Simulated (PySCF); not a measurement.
H3OSb. Atoms are numbered in the order given.

```xyz
5

Sb     0.0527     0.2838     0.0000
H     -1.1272     0.5308    -1.2173
H     -1.1272     0.5308     1.2173
O     -0.1447    -1.6803     0.0000
H      0.7230    -2.0911     0.0000
```
Charge 0, spin multiplicity 1.

Geometry: PBE0-D3(BJ)/def2-TZVP. The def2 effective core potentials stand for the cores of Sb; spin–orbit coupling is left out.

The numbers are results of PBE0/def2-TZVPD in PySCF, not measurements.

Mulliken values depend strongly on the basis, most of all with diffuse functions as here. ESP charges are fitted to the potential on shells at 1.4 to 2.0 van der Waals radii. Atomic charges (e):

```
atom  Mulliken  ESP fit
----  --------  -------
Sb1       0.36      ___
H2        0.01      ___
H3        0.01      ___
O4       -0.71      ___
H5        0.32      ___
```

**Question.** Complete the blanks. (The exact figures need the calculation; the answer reports its results.)

**Answer.** 
- Sb1, ESP fit: 0.15
- H2, ESP fit: 0.01
- H3, ESP fit: 0.01
- O4, ESP fit: -0.56
- H5, ESP fit: 0.38
